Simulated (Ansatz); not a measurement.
AlFH5NSi, SMILES `[NH2][Al]([F])[SiH3]`. Total charge 0; spin multiplicity 1. The structure was optimised at the PBE0-D4/def2-TZVP level. It is one conformer, not always the lowest.

```xyz
9

N     0.421   -1.942    0.391
Al    0.756   -0.367   -0.316
F     2.161   -0.209   -1.173
Si   -0.740    1.542   -0.078
H    -0.401   -2.157    0.932
H     1.015   -2.753    0.316
H    -0.070    2.666    0.634
H    -1.186    2.049   -1.405
H    -1.956    1.171    0.701
```

Question: What is the dipole moment at r2SCAN/def2-TZVPP? (An estimate is asked.)

Answer: Computed: 2.12 D, with components (-1.18, -1.37, 1.12) D in this frame, pointing from negative to positive charge.

Question: And with PBE, B3LYP, ωB97M-V? (An estimate is asked.)

Answer: Ansatz gave: PBE 2.12 D, B3LYP 2.12 D, ωB97M-V 2.09 D.

Question: Give the Mulliken charges with r2SCAN, PBE, B3LYP in def2-TZVPP. (Estimate.)

Answer: The calculation gave: 
```tsv
atom	r2SCAN	PBE	B3LYP
N1	-0.47	-0.39	-0.41
Al2	0.70	0.58	0.64
F3	-0.37	-0.33	-0.37
Si4	0.01	-0.04	0.03
H5	0.15	0.14	0.13
H6	0.16	0.15	0.14
H7	-0.06	-0.04	-0.05
H8	-0.06	-0.04	-0.05
H9	-0.07	-0.04	-0.06
```

B3LYP here is the variant with VWN-RPA as its local correlation; programs differ in this.
